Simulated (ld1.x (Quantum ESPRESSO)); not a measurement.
## PW91 PAW dataset for C (Z = 6), scalar-relativistic all-electron reference.

Input for ld1.x (Quantum ESPRESSO) 7.5:

```
&input
   title='C', zed=6., rel=1, dft='PW91', iswitch=3,
   config='[He] 2s2 2p2 3d-2',
   nld=3, rlderiv=2.90, eminld=-3.0, emaxld=5.0, deld=0.02
 /
 &inputp
   pseudotype=3, lpaw=.true., tm=.true., lloc=-1, rcloc=1.10,
   nlcc=.true., new_core_ps=.true., rcore=0.60,
   which_augfun='GAUSS', rmatch_augfun=0.65,
   file_pseudopw='C.UPF', file_wfcaegen='ae.wfc', file_wfcncgen='nc.wfc', file_beta='beta', file_chi='chi', file_wfcusgen='us.wfc'
 /
6
2S  1  0   2.00   0.00  0.70  0.90  0.0
2S  1  0   0.00  -0.15  0.70  0.90  0.0
2P  2  1   2.00   0.00  2.20  2.65  0.0
2P  2  1   0.00   1.30  2.20  2.65  0.0
3D  3  2  -2.00   0.30  1.95  2.15  0.0
3D  3  2  -2.00   2.20  1.95  2.15  0.0
 &test
   configts(1)='2s2 2p2'
 /
```

Command:

```bash
ld1.x < C.in > C.out
```

Resulting log (shortened: banner, matrices, multipoles, cross overlaps and the repeated all-electron block are left out):

```
Program LD1 v.7.5
     --------------------------- All-electron run ----------------------------

     C
     scalar relativistic calculation

     atomic number is  6.00
     dft =PW91   lsd =0 sic =0 latt =0  beta=0.20 tr2=1.0E-14
     Exchange-correlation= PW91
                           (   1   4   2   2   0   0   0)
     mesh =1073 r(mesh) = 100.30751 a.u. xmin = -7.00 dx = 0.01250
     1 Ry =  13.60569312 eV, c = 137.03599908

     n l     nl                  e(Ry)          e(Ha)          e(eV)
     1 0     1S 1( 2.00)       -20.1169       -10.0585      -273.7047
     2 0     2S 1( 2.00)        -1.0140        -0.5070       -13.7968
     2 1     2P 1( 2.00)        -0.3927        -0.1964        -5.3430

     final scf error:  6.3E-15 reached in  26 iterations

     Etot =     -75.594528 Ry,     -37.797264 Ha,   -1028.515945 eV

     Ekin =      75.386159 Ry,      37.693080 Ha,    1025.680951 eV
     Encl =    -176.173380 Ry,     -88.086690 Ha,   -2396.960946 eV
     Eh   =      35.418185 Ry,      17.709093 Ha,     481.888960 eV
     Exc  =     -10.225492 Ry,      -5.112746 Ha,    -139.124910 eV

     normalization and overlap integrals

     s(1S/1S) =  1.000000  <r> =   0.2706  <r2> =    0.0993  r(max) =   0.1730
     s(2S/2S) =  1.000000  <r> =   1.5703  <r2> =    2.9873  r(max) =   1.2162
     s(2P/2P) =  1.000000  <r> =   1.7991  <r2> =    4.2641  r(max) =   1.2011

     ------------------------ End of All-electron run ------------------------

     --------------------- Generating PAW atomic setup --------------------

      Generating local potential from pseudized AE potential:
      Matching radius rcloc =   1.1000

      Local pseudo, rcloc= 1.087 Estimated cut-off energy=    20.18 Ry

      Computing core charge for nlcc:

       r > 0.60 : true rho core
      Core charge pseudized with two Bessel functions
      Integrated core pseudo-charge :   0.89
      Wfc-us  2S rcutus= 0.890  Estimated cut-off energy=    52.03 Ry
      Wfc-us  2S rcutus= 0.890  Estimated cut-off energy=    53.11 Ry
      Wfc-us  2P rcutus= 2.673  Estimated cut-off energy=    11.25 Ry
      Wfc-us  2P rcutus= 2.673  Estimated cut-off energy=     9.69 Ry
      Wfc-us  3D rcutus= 2.135  Estimated cut-off energy=    22.59 Ry
      Wfc-us  3D rcutus= 2.135  Estimated cut-off energy=    25.19 Ry

     Required augmentation: GAUSS   radius:    0.650000
     Message from routine us2paw:
     GAUSS augmentation functions are ususally harder than BESSEL; use BESSEL instead unless you have discontinuity in local potential

     Estimated PAW energy =  -17.831186 Ryd

     ------------------- End of pseudopotential generation -------------------

     Computing logarithmic derivative in   2.89942
     Computing logarithmic derivative in   2.89942
     Computing the partial wave expansion
     R is outside the sphere for l=    0 j= 0.00
     R is outside the sphere for l=    0 j= 0.00
     R is outside the sphere for l=    1 j= 0.00
     R is outside the sphere for l=    1 j= 0.00
     R is outside the sphere for l=    2 j= 0.00
     R is outside the sphere for l=    2 j= 0.00

     ---------------------- Testing the pseudopotential ----------------------

     C
     scalar relativistic calculation

     atomic number is  6.00   valence charge is  4.00
     dft = SLA  PW   GGX  GGC   lsd =0 sic =0 latt =0  beta=0.20 tr2=1.0E-14
     mesh =1073 r(mesh) = 100.30751 xmin = -7.00 dx = 0.01250

     n l     nl             e AE (Ry)        e PS (Ry)    De AE-PS (Ry)
     1 0     2S   1( 2.00)       -1.01404       -1.01405        0.00001
     2 1     2P   1( 2.00)       -0.39271       -0.39271       -0.00000

     eps = 8.3E-16  iter =  6

     Etot =     -75.594528 Ry,     -37.797264 Ha,   -1028.515945 eV
     Etotps =   -17.831207 Ry,      -8.915604 Ha,    -242.605933 eV

     Ekin =      11.528264 Ry,       5.764132 Ha,     156.850023 eV
     Encl =     -27.907326 Ry,     -13.953663 Ha,    -379.698512 eV
     Ehrt =       8.773347 Ry,       4.386673 Ha,     119.367460 eV
     Ecxc =     -10.225492 Ry,      -5.112746 Ha,    -139.124905 eV
     (Ecc =      -1.687820 Ry,      -0.843910 Ha,     -22.963961 eV)

     ---------------------- End of pseudopotential test ----------------------
```

Generation and configuration tests took about 1.5 s on one core of a shared server CPU.

Transferability test of the new file with ld1.x, input:

```
&input
   title='C', zed=6., rel=1, dft='PW91', iswitch=2,
   config='[He] 2s2 2p2 3d-2'
 /
 &test
   file_pseudo='C.UPF', nconf=8,
   configts(1)='2s2 2p2',
   configts(2)='2s2 2p1',
   configts(3)='2s2 2p0',
   configts(4)='2s1 2p0',
   configts(5)='2s0 2p4',
   configts(6)='2s2 2p1.5',
   configts(7)='2s2 2p2.3',
   configts(8)='2s1 2p2'
 /
```

```bash
ld1.x < C.test.in > C.test.out
```

Pseudopotential blocks of its output, shortened (energy terms left out; the distinct warnings before each block abridged to one line each):

```
     ---------------------- Testing the pseudopotential ----------------------

     n l     nl             e AE (Ry)        e PS (Ry)    De AE-PS (Ry)
     1 0     2S   1( 2.00)       -1.01404       -1.01405        0.00001
     2 1     2P   1( 2.00)       -0.39271       -0.39271       -0.00000

     eps = 8.1E-16  iter =  6

     Etot =     -75.594528 Ry,     -37.797264 Ha,   -1028.515945 eV
     Etotps =   -17.831207 Ry,      -8.915604 Ha,    -242.605933 eV

     ---------------------- End of pseudopotential test ----------------------

          BEWARE! Errors in PS-KS equations
     Warning: n=1, l=0 expected 0 nodes, found 1
     Warning: n=2, l=1 expected 0 nodes, found 1
     ---------------------- Testing the pseudopotential ----------------------

     n l     nl             e AE (Ry)        e PS (Ry)    De AE-PS (Ry)
     1 0     2S   1( 2.00)       -1.89753       -1.86399       -0.03353  !
     2 1     2P   1( 1.00)       -1.25531       -1.38788        0.13256  !

     eps = 6.6E-15  iter =141

     Etot =     -74.791316 Ry,     -37.395658 Ha,   -1017.587696 eV
     Etotps =   -12.107935 Ry,      -6.053967 Ha,    -164.736844 eV
     dEtot_ae =       0.803212 Ry
     dEtot_ps =       5.723273 Ry,   Delta E=      -4.920061 Ry

     ---------------------- End of pseudopotential test ----------------------
```

The test run then stopped with an error in new_paw_hamiltonian: “negative rho”.
